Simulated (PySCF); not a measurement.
**Basis and Hamiltonian dependence of the excitation energy of Al⁺**

Al⁺ [Ne] 3s2 (1S) → Al⁺ [Ne] 3p2 (3P). All values are computed (PySCF 2.14, energy differences of UHF-based or UKS calculations, no spin-orbit coupling). Values in eV.

```json
{"basis": "aug-cc-pV(D+d)Z", "Hamiltonian": "non-relativistic", "functions": "32", "UHF": "10.691", "PBE": "10.384", "PBE0": "10.591", "MP2 (valence)": "11.249", "CCSD(T) (valence)": "11.514", "CCSD(T) (valence and next inner shell)": "n/a"}
{"basis": "ANO-RCC-VTZP", "Hamiltonian": "spin-free X2C", "functions": "34", "UHF": "10.708", "PBE": "10.433", "PBE0": "10.631", "MP2 (valence)": "11.272", "CCSD(T) (valence)": "11.522", "CCSD(T) (valence and next inner shell)": "11.619"}
{"basis": "aug-cc-pwCVDZ", "Hamiltonian": "non-relativistic", "functions": "36", "UHF": "10.687", "PBE": "10.387", "PBE0": "10.592", "MP2 (valence)": "11.245", "CCSD(T) (valence)": "11.513", "CCSD(T) (valence and next inner shell)": "11.686"}
{"basis": "x2c-TZVPPall", "Hamiltonian": "spin-free X2C", "functions": "42", "UHF": "10.746", "PBE": "10.464", "PBE0": "10.663", "MP2 (valence)": "11.331", "CCSD(T) (valence)": "11.555", "CCSD(T) (valence and next inner shell)": "11.701"}
{"basis": "def2-TZVPPD", "Hamiltonian": "non-relativistic", "functions": "48", "UHF": "10.687", "PBE": "10.392", "PBE0": "10.595", "MP2 (valence)": "11.279", "CCSD(T) (valence)": "11.504", "CCSD(T) (valence and next inner shell)": "11.645"}
{"basis": "dyall-av2z", "Hamiltonian": "non-relativistic", "functions": "50", "UHF": "10.695", "PBE": "10.411", "PBE0": "10.608", "MP2 (valence)": "11.259", "CCSD(T) (valence)": "11.530", "CCSD(T) (valence and next inner shell)": "n/a"}
{"basis": "aug-cc-pV(T+d)Z", "Hamiltonian": "non-relativistic", "functions": "55", "UHF": "10.671", "PBE": "10.387", "PBE0": "10.585", "MP2 (valence)": "11.266", "CCSD(T) (valence)": "11.490", "CCSD(T) (valence and next inner shell)": "n/a"}
{"basis": "x2c-QZVPPall", "Hamiltonian": "spin-free X2C", "functions": "70", "UHF": "10.688", "PBE": "10.433", "PBE0": "10.625", "MP2 (valence)": "11.317", "CCSD(T) (valence)": "11.519", "CCSD(T) (valence and next inner shell)": "11.695"}
{"basis": "aug-cc-pwCVTZ", "Hamiltonian": "non-relativistic", "functions": "75", "UHF": "10.670", "PBE": "10.394", "PBE0": "10.589", "MP2 (valence)": "11.275", "CCSD(T) (valence)": "11.494", "CCSD(T) (valence and next inner shell)": "11.652"}
{"basis": "dyall-av3z", "Hamiltonian": "non-relativistic", "functions": "84", "UHF": "10.619", "PBE": "10.363", "PBE0": "10.555", "MP2 (valence)": "11.232", "CCSD(T) (valence)": "11.453", "CCSD(T) (valence and next inner shell)": "n/a"}
{"basis": "aug-cc-pVQZ-DK", "Hamiltonian": "spin-free X2C", "functions": "84", "UHF": "10.693", "PBE": "10.447", "PBE0": "10.636", "MP2 (valence)": "11.315", "CCSD(T) (valence)": "11.522", "CCSD(T) (valence and next inner shell)": "n/a"}
{"basis": "dyall-acv3z", "Hamiltonian": "non-relativistic", "functions": "113", "UHF": "10.617", "PBE": "10.361", "PBE0": "10.553", "MP2 (valence)": "11.236", "CCSD(T) (valence)": "11.449", "CCSD(T) (valence and next inner shell)": "11.613"}
{"basis": "aug-cc-pV(Q+d)Z with one added diffuse shell each of s, p, d, f, g type", "Hamiltonian": "non-relativistic", "functions": "114", "UHF": "10.621", "PBE": "10.370", "PBE0": "10.560", "MP2 (valence)": "11.245", "CCSD(T) (valence)": "n/a", "CCSD(T) (valence and next inner shell)": "n/a"}
{"basis": "aug-cc-pwCVQZ", "Hamiltonian": "non-relativistic", "functions": "134", "UHF": "10.617", "PBE": "10.360", "PBE0": "10.553", "MP2 (valence)": "11.249", "CCSD(T) (valence)": "n/a", "CCSD(T) (valence and next inner shell)": "n/a"}
```

Frozen in the all-electron rows: valence: [Ne]; valence and next inner shell: 1s2.

Reference for a calculation without spin-orbit coupling: 11.680 eV (measured, between term centres; NIST).
